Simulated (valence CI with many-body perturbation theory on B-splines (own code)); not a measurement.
**E1 line list for Tm⁶²⁺**

Method: configuration interaction combined with many-body perturbation theory (CI+MBPT): five valence electrons over a frozen Dirac-Fock core [He], a basis of 9 s, 9 p, 8 d, 6 f, 3 g, 1 h functions for each j, with the one-electron correlation potential Σ1, the two-electron term Σ2, the three-electron term Σ3, Breit, model QED; selected CI, second order for the rest (own B-spline code, finite nucleus).

The last digits are not significant, and no measured levels were compared; by estimate large intervals hold to a few tenths of a per cent, small ones and those within an open d or f shell to about a per cent. Among the levels kept, up to 1100 cm⁻¹ of a level comes from second order outside the variational space, and about a tenth of that is noise between levels of different J, which matters for small intervals.

Lines 201 to 250 of 256 in falling wavelength, among levels below 699.43 Ry, chosen from the strongest by gf and those to the six lowest levels. Wavelengths and rates use the calculated energies. Electric multipoles are in the length gauge, E1 and E2 with the static RPA response of the core. Weak lines are less certain than strong ones. Lines between different terms over intervals too small for the method are left out, as are lines whose strength nearly cancels. The highest levels of a list are the least certain.

Levels are named by their leading jj configuration (3d3/2^4 stands for four electrons in 3d with j = 3/2), which in mixed levels can hold well under half, so a name can repeat and another be missing. Letters in brackets count levels of one name in rising energy.

```csv
λ vac (Å),Upper,Lower,A (s⁻¹),S (a.u.)
1.514,(2s 2p1/2^2 2p3/2 3d3/2) J=5/2 [b],(2s 2p1/2^2 2p3/2^2) J=5/2,3.30e+12,3.39e-05
1.513,(2s^2 2p1/2 2p3/2 3d5/2) J=7/2 [a],(2s^2 2p1/2 2p3/2^2) J=5/2,2.92e+13,3.99e-04
1.513,(2s^2 2p1/2 2p3/2 3d5/2) J=3/2 [b],(2s^2 2p1/2 2p3/2^2) J=1/2,1.03e+15,7.01e-03
1.512,(2s 2p1/2^2 2p3/2 3d5/2) J=5/2,(2s 2p1/2^2 2p3/2^2) J=5/2,8.27e+14,8.46e-03
1.512,(2s^2 2p1/2 2p3/2 3d5/2) J=1/2,(2s^2 2p1/2 2p3/2^2) J=1/2,1.15e+15,3.91e-03
1.510,(2s^2 2p1/2 2p3/2 3d5/2) J=3/2 [a],(2s^2 2p1/2 2p3/2^2) J=5/2,5.19e+13,3.53e-04
1.509,(2s^2 2p1/2 2p3/2 3d5/2) J=5/2 [a],(2s^2 2p1/2 2p3/2^2) J=5/2,2.98e+14,3.04e-03
1.509,(2s^2 2p1/2^2 3d5/2) J=5/2,(2s^2 2p1/2^2 2p3/2) J=3/2,1.07e+15,1.09e-02
1.506,(2s^2 2p1/2 2p3/2 3d5/2) J=5/2 [b],(2s^2 2p1/2 2p3/2^2) J=5/2,5.86e+14,5.93e-03
1.506,(2s^2 2p1/2 2p3/2 3d5/2) J=3/2 [a],(2s^2 2p1/2 2p3/2^2) J=3/2,7.33e+14,4.94e-03
1.505,(2s^2 2p1/2 2p3/2 3d5/2) J=5/2 [a],(2s^2 2p1/2 2p3/2^2) J=3/2,8.04e+14,8.12e-03
1.505,(2s^2 2p1/2 2p3/2 3d5/2) J=7/2 [b],(2s^2 2p1/2 2p3/2^2) J=5/2,1.75e+15,2.35e-02
1.504,(2s^2 2p1/2 2p3/2 3d5/2) J=3/2 [b],(2s^2 2p1/2 2p3/2^2) J=5/2,1.28e+14,8.58e-04
1.502,(2s^2 2p1/2 2p3/2 3d5/2) J=5/2 [b],(2s^2 2p1/2 2p3/2^2) J=3/2,9.73e+14,9.77e-03
1.501,(2s 2p1/2^2 2p3/2 3p3/2) J=3/2 [a],(2s^2 2p1/2 2p3/2^2) J=1/2,2.57e+12,1.72e-05
1.500,(2s^2 2p1/2 2p3/2 3d5/2) J=3/2 [b],(2s^2 2p1/2 2p3/2^2) J=3/2,1.40e+13,9.31e-05
1.499,(2s^2 2p1/2 2p3/2 3d5/2) J=1/2,(2s^2 2p1/2 2p3/2^2) J=3/2,9.40e+13,3.13e-04
1.497,(2s 2p1/2^2 2p3/2 3p3/2) J=1/2 [a],(2s^2 2p1/2 2p3/2^2) J=1/2,1.44e+11,4.76e-07
1.494,(2s 2p1/2^2 2p3/2 3p3/2) J=7/2,(2s^2 2p1/2 2p3/2^2) J=5/2,5.59e+12,7.36e-05
1.492,(2s 2p1/2^2 2p3/2 3p3/2) J=3/2 [a],(2s^2 2p1/2 2p3/2^2) J=5/2,9.95e+11,6.53e-06
1.489,(2s 2p1/2^2 2p3/2 3p3/2) J=5/2 [a],(2s^2 2p1/2 2p3/2^2) J=5/2,2.86e+12,2.80e-05
1.488,(2s 2p1/2^2 2p3/2 3p3/2) J=3/2 [a],(2s^2 2p1/2 2p3/2^2) J=3/2,5.20e+12,3.38e-05
1.485,(2s 2p1/2^2 2p3/2 3p3/2) J=5/2 [a],(2s^2 2p1/2 2p3/2^2) J=3/2,1.04e+13,1.01e-04
1.484,(2s 2p1/2^2 2p3/2 3p3/2) J=1/2 [a],(2s^2 2p1/2 2p3/2^2) J=3/2,9.53e+10,3.08e-07
1.484,(2s 2p1/2^2 2p3/2 3p3/2) J=3/2 [b],(2s^2 2p1/2 2p3/2^2) J=1/2,1.41e+12,9.11e-06
1.483,(2s 2p1/2^2 2p3/2 3p3/2) J=1/2 [b],(2s^2 2p1/2 2p3/2^2) J=1/2,7.21e+12,2.32e-05
1.478,(2s 2p1/2^2 2p3/2 3p3/2) J=5/2 [b],(2s^2 2p1/2 2p3/2^2) J=5/2,7.31e+11,6.99e-06
1.476,(2s 2p1/2^2 2p3/2 3p3/2) J=3/2 [b],(2s^2 2p1/2 2p3/2^2) J=5/2,2.70e+11,1.71e-06
1.474,(2s 2p1/2^2 2p3/2 3p3/2) J=5/2 [b],(2s^2 2p1/2 2p3/2^2) J=3/2,5.98e+12,5.68e-05
1.472,(2s 2p1/2^2 2p3/2 3p3/2) J=3/2 [b],(2s^2 2p1/2 2p3/2^2) J=3/2,2.19e+12,1.38e-05
1.471,(2s 2p1/2^2 2p3/2 3p3/2) J=1/2 [b],(2s^2 2p1/2 2p3/2^2) J=3/2,1.38e+12,4.33e-06
1.433,(2s^2 2p1/2 2p3/2 3s) J=3/2 [a],(2s^2 2p1/2^2 2p3/2) J=3/2,2.14e+13,1.24e-04
1.431,(2s^2 2p1/2 2p3/2 3s) J=1/2,(2s^2 2p1/2^2 2p3/2) J=3/2,3.53e+13,1.02e-04
1.430,(2s^2 2p1/2 2p3/2 3s) J=5/2,(2s^2 2p1/2^2 2p3/2) J=3/2,3.37e+13,2.92e-04
1.429,(2s^2 2p1/2 2p3/2 3s) J=3/2 [b],(2s^2 2p1/2^2 2p3/2) J=3/2,2.12e+13,1.22e-04
1.373,(2s 2p1/2^2 2p3/2 3p1/2) J=3/2 [a],(2s^2 2p1/2^2 2p3/2) J=3/2,1.62e+14,8.30e-04
1.373,(2s 2p1/2^2 2p3/2 3p1/2) J=5/2,(2s^2 2p1/2^2 2p3/2) J=3/2,4.13e+14,3.17e-03
1.361,(2s 2p1/2^2 2p3/2 3p1/2) J=1/2,(2s^2 2p1/2^2 2p3/2) J=3/2,4.90e+14,1.22e-03
1.361,(2s 2p1/2^2 2p3/2 3p1/2) J=3/2 [b],(2s^2 2p1/2^2 2p3/2) J=3/2,3.65e+14,1.82e-03
1.356,(2s^2 2p1/2 2p3/2 3d3/2) J=3/2 [a],(2s^2 2p1/2^2 2p3/2) J=3/2,1.30e+14,6.41e-04
1.356,(2s^2 2p1/2 2p3/2 3d3/2) J=5/2 [a],(2s^2 2p1/2^2 2p3/2) J=3/2,5.22e+13,3.85e-04
1.355,(2s^2 2p1/2 2p3/2 3d3/2) J=1/2 [a],(2s^2 2p1/2^2 2p3/2) J=3/2,2.21e+13,5.42e-05
1.351,(2s^2 2p1/2 2p3/2 3d3/2) J=5/2 [b],(2s^2 2p1/2^2 2p3/2) J=3/2,1.23e+15,8.98e-03
1.350,(2s^2 2p1/2 2p3/2 3d3/2) J=3/2 [b],(2s^2 2p1/2^2 2p3/2) J=3/2,1.05e+15,5.12e-03
1.349,(2s^2 2p1/2 2p3/2 3d3/2) J=1/2 [b],(2s^2 2p1/2^2 2p3/2) J=3/2,1.21e+15,2.93e-03
1.342,(2s^2 2p1/2 2p3/2 3d5/2) J=3/2 [a],(2s^2 2p1/2^2 2p3/2) J=3/2,1.60e+13,7.62e-05
1.342,(2s^2 2p1/2 2p3/2 3d5/2) J=5/2 [a],(2s^2 2p1/2^2 2p3/2) J=3/2,1.77e+13,1.27e-04
1.340,(2s^2 2p1/2 2p3/2 3d5/2) J=5/2 [b],(2s^2 2p1/2^2 2p3/2) J=3/2,1.24e+13,8.84e-05
1.338,(2s^2 2p1/2 2p3/2 3d5/2) J=3/2 [b],(2s^2 2p1/2^2 2p3/2) J=3/2,7.90e+11,3.73e-06
1.337,(2s^2 2p1/2 2p3/2 3d5/2) J=1/2,(2s^2 2p1/2^2 2p3/2) J=3/2,1.05e+12,2.47e-06
```
